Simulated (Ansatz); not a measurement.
**Redistribution: CH3F + C2F3I → CH3I + C2F4**

Species: CH3F `CF`, singlet; C2F3I (trifluoroiodoethylene) `FC(F)=C(F)I`, singlet; CH3I (methyl iodide) `CI`, singlet; C2F4 (tetrafluoroethylene) `FC(F)=C(F)F`, singlet. The partners trade F for I; both sit on C, so the bond types are kept.

Shapes, held fixed at every level: PBE0-D4/def2-TZVP. Programs: Ansatz 0.2.0. The zero-point and thermal change to 298 K, harmonic and unscaled (PBE0-D4/def2-TZVP), is -1.3 kJ/mol.

```tsv
level	kind	ΔH(298 K) (kJ/mol)	less CCSD(T)/def2-TZVPP
HF/def2-TZVPP	Hartree–Fock	-31.9	-9.3
r2SCAN0-D4/def2-TZVPP	global hybrid	-28.0	-5.4
wB97M-V/def2-TZVPP	range-separated hybrid	-24.2	-1.6
wB97X-V/def2-TZVPP	range-separated hybrid	-23.3	-0.7
B2PLYP/def2-TZVPP	double hybrid	-22.1	+0.5
CCSD(T)/def2-SVP	coupled cluster or CI	-30.8	-8.2
CCSD/def2-TZVPP	coupled cluster or CI	-24.2	-1.6
CCSD(T)/def2-TZVPP	coupled cluster or CI	-22.6	0.0
```

The highest level, CCSD(T)/def2-TZVPP, gives ΔH(298 K) = -22.6 kJ/mol; the levels span -31.9 to -22.1. The column of differences is taken from that level and isn't an error. No measured value is set beside it here. For atoms past krypton def2 sets carry core potentials with scalar relativity. Correlated rows may include outer-core shells of I, which these sets cover unevenly.
